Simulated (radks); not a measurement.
Results of a calculation; reference values are marked as such.
Q: Valence configurations of neutral fluorine (all share [He]). Level of theory: Dirac Kohn-Sham, PBE, spin-unpolarised, spherical densities, point nucleus; open shells are shared between the two j in proportion to 2j + 1 (a radial shooting solver on a logarithmic mesh with Libxc functionals). Order these by energy: 2s1 2p6; 2s2 2p5; 2s1.5 2p5.5.

A: From the lowest, in eV above it: 2s2 2p5 0.000; 2s1.5 2p5.5 9.400; 2s1 2p6 18.813. NIST lists [He] 2s2 2p5 as the ground configuration; this level of theory agrees among the configurations tried. The energies are those of spherical spin-averaged densities, not of single terms.
